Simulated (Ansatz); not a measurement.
`C[S][Zr]([F])([F])[F]`. Total charge 0; spin multiplicity 1. Zr: def2 effective core potential. All single points use the PBE0-D4/def2-TZVP geometry. It is one conformer, not always the lowest.

```xyz
9

C    -0.585    0.185   -1.403
S    -0.626   -1.394   -0.482
Zr    0.520   -0.311    1.340
F     2.170    0.372    0.689
F     0.796   -1.555    2.740
F    -0.532    1.160    1.923
H    -0.033    0.038   -2.329
H    -1.607    0.494   -1.616
H    -0.102    1.010   -0.862
```

(1) What is the dipole moment at B3LYP/def2-TZVPP? (Estimate.)

(2) And with PBE, r2SCAN, ωB97M-V? (An estimate is asked.)

(3) Give the Mulliken charges with B3LYP, PBE, ωB97M-V in def2-TZVPP. (Estimate.)

Answers

(1) Ansatz gave: 1.76 D, with components (-0.49, 0.71, -1.54) D in this frame, pointing from negative to positive charge.

(2) Ansatz gave: PBE 1.73 D, r2SCAN 1.77 D, ωB97M-V 1.63 D.

(3) The calculation gave: 
```json
{"atom": "C1", "B3LYP": "-0.22", "PBE": "-0.21", "ωB97M-V": "-0.28"}
{"atom": "S2", "B3LYP": "-0.28", "PBE": "-0.27", "ωB97M-V": "-0.23"}
{"atom": "Zr3", "B3LYP": "1.29", "PBE": "1.12", "ωB97M-V": "1.22"}
{"atom": "F4", "B3LYP": "-0.39", "PBE": "-0.34", "ωB97M-V": "-0.38"}
{"atom": "F5", "B3LYP": "-0.38", "PBE": "-0.33", "ωB97M-V": "-0.37"}
{"atom": "F6", "B3LYP": "-0.39", "PBE": "-0.34", "ωB97M-V": "-0.38"}
{"atom": "H7", "B3LYP": "0.13", "PBE": "0.13", "ωB97M-V": "0.15"}
{"atom": "H8", "B3LYP": "0.13", "PBE": "0.13", "ωB97M-V": "0.15"}
{"atom": "H9", "B3LYP": "0.10", "PBE": "0.11", "ωB97M-V": "0.12"}
```

B3LYP here is the variant with VWN-RPA as its local correlation; programs differ in this.
